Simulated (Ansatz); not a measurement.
Basis-set series for CH8GeSi2 (`[SiH3][GeH]1[CH2][SiH2]1`). The species carries charge 0 and has multiplicity 1. The geometry is a stationary point of PBE0-D4/def2-TZVP.

Z-matrix (Å, degrees):
```
Si
Ge 1 2.356
H 1 1.486 2 110.9
H 1 1.487 2 111.7 3 -121.5
H 1 1.487 2 107.3 3 119.2
C 2 2.021 1 114.0 3 -158.4
Si 2 2.305 1 121.4 3 -101.1
H 2 1.533 1 118.6 3 65.9
H 6 1.087 2 115.1 1 -134.6
H 6 1.087 2 115.6 1 -1.6
H 7 1.482 2 120.9 1 159.4
H 7 1.482 2 120.5 1 7.6
```

```tsv
functional	basis	functions	energy (Eh)	HOMO (eV)	LUMO (eV)
PBE0-D4	def2-SVP	122	-2697.84425	-6.55	-0.33
PBE0-D4	def2-QZVPP	526	-2698.42131	-6.55	-0.59
ωB97M-V	def2-SVP	122	-2698.18780	-8.49	1.49
ωB97M-V	def2-QZVPP	526	-2698.76625	-8.51	0.94
```

Task: Give the rows for def2-TZVPP. (Estimate.)

Result: Ansatz gave: 
| functional | basis | functions | energy (Eh) | HOMO (eV) | LUMO (eV) |
| --- | --- | --- | --- | --- | --- |
| PBE0-D4 | def2-TZVPP | 275 | -2698.35491 | -6.55 | -0.51 |
| ωB97M-V | def2-TZVPP | 275 | -2698.70253 | -8.51 | 1.18 |

Positive LUMOs are unbound and depend on the basis. Scalar relativity is left out up to krypton.
